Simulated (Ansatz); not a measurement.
Input for Ansatz (a first-principles code): R-B3LYP-D3(BJ)/def2-TZVP on SiH4 (SMILES [SiH4]).

Ansatz 0.2 input:
```yaml
crystal:
  periodic: [false, false, false]
  atoms:
    - {symbol: Si, position_ang: [0.00000000, 0.00000000, 0.00000000]}
    - {symbol: H, position_ang: [0.85610000, 0.85610000, 0.85610000]}
    - {symbol: H, position_ang: [-0.85610000, -0.85610000, 0.85610000]}
    - {symbol: H, position_ang: [-0.85610000, 0.85610000, -0.85610000]}
    - {symbol: H, position_ang: [0.85610000, -0.85610000, -0.85610000]}
basis:
  gaussian:
    orbitals: def2-TZVP
hamiltonian:
  xc: b3lyp
  dispersion: d3bj
relax: {f_tol: 0.004, max_steps: 120}
scf: {lower_state_search: off}
```

Program output:

```
WARN ansatz: RAYON_NUM_THREADS=4 ignored (pool sized by the plan → 4); use --threads N
Functional definition: B3LYP
these checks for a lower state are left out or cut short: stability, starts, cluster_reference, orbital_swaps, neighbouring_geometries, increment
integrals: 0.01 GiB planned
437 factors; their error is unknown
mean field: 0.14 GiB planned
mean field evaluation 1: about -7942.9968 eV, gradient 1.1e1 eV
mean field evaluation 2: about -7943.3414 eV, gradient 5.0e0 eV
mean field evaluation 4: about -7943.4230 eV, gradient 9.4e-2 eV
mean field evaluation 8: about -7943.4495 eV, gradient 4.9e-4 eV
mean field -7943.44948803 eV, -291.9163844216 hartree, gradient 9.7e-7 eV, S^2 0.000000; 0 other end points of the search recorded, 0 dependent functions left out
the calculation of the forces begins
reference -7943.44969962 eV, -291.9163921974 hartree; 9, 9 occupied and 52, 52 virtual orbitals, 437 factors
relax step   1: F+E_penalty+E_count = -7943.53565621 eV  Δ(F+E_penalty+E_count) = +0.000e0 eV  max|allowed force component| = 2.625e-2 eV/Å  Δτ_max = 0.0000 Å  (12 SCF iters, accepted)
these checks for a lower state are left out or cut short: stability, starts, cluster_reference, orbital_swaps, neighbouring_geometries, increment
integrals: 0.01 GiB planned
437 factors; their error is unknown
mean field: 0.14 GiB planned
mean field evaluation 16: about -7943.4497 eV, gradient 1.0e-1 eV
mean field -7943.44968294 eV, -291.9163915846 hartree, gradient 2.5e-6 eV, S^2 0.000000; 0 other end points of the search recorded, 0 dependent functions left out
the calculation of the forces begins
reference -7943.44989445 eV, -291.9163993574 hartree; 9, 9 occupied and 52, 52 virtual orbitals, 437 factors
relax step   2: F+E_penalty+E_count = -7943.53586616 eV  Δ(F+E_penalty+E_count) = -2.099e-4 eV  max|allowed force component| = 6.715e-3 eV/Å  Δτ_max = 0.0018 Å  (10 SCF iters, accepted)
these checks for a lower state are left out or cut short: stability, starts, cluster_reference, orbital_swaps, neighbouring_geometries, increment
integrals: 0.01 GiB planned
437 factors; their error is unknown
mean field: 0.14 GiB planned
mean field -7943.44969235 eV, -291.9163919304 hartree, gradient 1.9e-6 eV, S^2 0.000000; 0 other end points of the search recorded, 0 dependent functions left out
the calculation of the forces begins
reference -7943.44990383 eV, -291.9163997022 hartree; 9, 9 occupied and 52, 52 virtual orbitals, 437 factors
relax step   3: F+E_penalty+E_count = -7943.53588077 eV  Δ(F+E_penalty+E_count) = -1.462e-5 eV  max|allowed force component| = 1.097e-5 eV/Å  Δτ_max = 0.0006 Å  (10 SCF iters, accepted)
Total energy: -7943.53609225 eV, -291.9195670682 hartree
Atom 0 at     0.000000    -0.000000    -0.000000 Å, force    -0.000000    -0.000000    -0.000000 eV/Å
Atom 1 at     0.854676     0.854676     0.854676 Å, force     0.000011     0.000011     0.000011 eV/Å
Atom 2 at    -0.854676    -0.854676     0.854676 Å, force    -0.000011    -0.000011     0.000011 eV/Å
Atom 3 at    -0.854676     0.854676    -0.854676 Å, force    -0.000011     0.000011    -0.000011 eV/Å
Atom 4 at     0.854676    -0.854676    -0.854676 Å, force     0.000011    -0.000011    -0.000011 eV/Å
Dipole moment:     0.000000    -0.000000    -0.000000 e Å
Checks for a lower state left out: stability, starts, cluster_reference, orbital_swaps, neighbouring_geometries, increment
```

The calculation finished and met its thresholds.

Cost: around 2.0 core-seconds (rough).
